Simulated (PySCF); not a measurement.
**Question.** What does the PBE0-D3(BJ)/def2-SVP structure of `C/C=N/[SiH2]N` look like in three dimensions?

**Answer.** 
```
atom  x, y, z in Å
C1     2.5025    0.0904   -0.0454
C2     1.0934   -0.3722    0.1363
N3     0.1074    0.1338   -0.4746
Si4   -1.5522   -0.4145   -0.2752
N5    -2.6579    0.8239    0.1903
H6     3.1308   -0.7399   -0.4097
H7     2.9306    0.4061    0.9206
H8     2.5415    0.9230   -0.7600
H9     0.9758   -1.2128    0.8629
H10   -1.9830   -0.9299   -1.6055
H11   -1.6102   -1.4850    0.7766
H12   -2.6216    1.1839    1.1379
H13   -2.8509    1.5757   -0.4631
```

Any rigid rotation of these coordinates is as good. Atoms count from 1 in this order. Si4 (SiH2 silicon) is distorted tetrahedral (angles from 106.2° to 114.3°). The 2 N–Si bonds span 1.724 Å (Si4–N5, drawn single) to 1.759 Å (N3–Si4, drawn single), a spread of 0.035 Å. N5 (silicon-bound nitrogen) is pyramidal (angles 119.0°, 118.7° and 110.2°, sum 347.9°, 0.24 Å off the plane of its three neighbours).

Bonds between heavy atoms (Å): C1–C2 1.494, C2=N3 1.265, N3–Si4 1.759, Si4–N5 1.724.

The calculation used PBE0-D3(BJ)/def2-SVP geometry optimisation, gas phase (PySCF 2.14.0).

Point group: C1 (no symmetry element, even within 0.4 Å). No PBE0-D3(BJ)/def2-SVP frequencies stand behind this structure, so it isn't proved a minimum. The numbers are those of one conformer (C2–N3–Si4–N5 124°, N3–Si4–N5–H -73° and 66°).
